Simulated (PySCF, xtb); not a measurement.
ethylene carbonate anion (C₃H₄O₃), SMILES C1COC(=O)O1 (connectivity only; charge and spin as stated), charge -1, multiplicity 2. Other conformers were not sampled.

Harmonic wavenumbers (cm⁻¹) from GFN2-xTB (xtb 6.7.1) at its own minimum, in rising order: 62, 134, 467, 499, 679, 707, 742, 758, 865, 948, 1019, 1047, 1117, 1187, 1190, 1281, 1284, 1474, 1482, 1505, 2759, 2779, 2834, 2851.

Q: What does B3LYP-D3(BJ)/def2-SVPD (PySCF) give at its own minimum? (The exact figures need the calculation; the answer reports its results.)

A: 53, 204, 384, 596, 623, 641, 712, 781, 889, 932, 1092, 1113, 1145, 1209, 1231, 1338, 1352, 1472, 1493, 1599, 2910, 2932, 2956, 3030. Paired by order, the mean absolute difference is 64 cm⁻¹ and the zero-point energies are 42.4 and 43.9 kcal/mol.
